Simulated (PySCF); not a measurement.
An unknown gives this computed stick spectrum. Computed with TDDFT B3LYP/def2-SVPD, vertical, gas phase, core orbitals frozen in the response (PySCF 2.14.0, density-fitted response routines). Geometries: PBE0-D3(BJ)/def2-SVP, one conformer each.

| state | E (eV) | f |
| --- | --- | --- |
| S1 | 6.25 | 0.029 |
| S2 | 6.53 | 0.0070 |
| S3 | 6.63 | 0.019 |
| S4 | 6.70 | 0.024 |
| S5 | 6.90 | 0.051 |
| S6 | 7.02 | 0.103 |
| S7 | 7.20 | 0.026 |
| S8 | 7.23 | 0.101 |
| S9 | 7.51 | 0.0040 |
| S10 | 7.56 | 0.031 |

Orbital energies (eV): HOMO-3 -9.29, HOMO-2 -8.34, HOMO-1 -7.18, HOMO -6.80, LUMO 0.29, LUMO+1 0.58, LUMO+2 0.64.

Question: Which structure fits?
A. `C(C(C)(C)CC)C`
B. `CC(C)C(C)(C)C`
C. `C(CCC)CCC`
D. `CCCP1CC1`

Answer: D. Its S1, at 6.25 eV, is the lowest among the candidates; the nearest of the others has S1 at 7.84 eV. S1 is HOMO→LUMO (93%). Löwdin shares by element: HOMO phosphorus 56%, carbon 35% or more; LUMO carbon 30% or more, phosphorus 25% (atoms not listed hold the other 45%). At the same level the other candidates give, for their lowest levels:
- `CCCCCCC`: 8.15 eV (f 0.009); 8.30 eV (f 0.000); 8.37 eV (f 0.000); 8.46 eV (f 0.001); 8.64 eV (f 0.000); T1 8.08 eV; HOMO -8.50, LUMO 0.53 eV
- `CC(C)C(C)(C)C`: 7.84 eV (f 0.009); 8.02 eV (f 0.005); 8.12 eV (f 0.018); 8.62 eV (f 0.075); 8.67 eV (f 0.006); T1 7.72 eV; HOMO -8.32, LUMO 0.36 eV
- `CCC(C)(C)CC`: 7.85 eV (f 0.016); 8.04 eV (f 0.007); 8.10 eV (f 0.015); 8.54 eV (f 0.060); 8.56 eV (f 0.003); T1 7.73 eV; HOMO -8.32, LUMO 0.36 eV

Shape of the structure used: `[CH3:1][CH2:2][CH2:3][P:4]1[CH2:5][CH2:6]1`: C1–C2–C3–P4 -67°, C2–C3–P4–C5 151°.
Triplets come from the Tamm–Dancoff approximation.
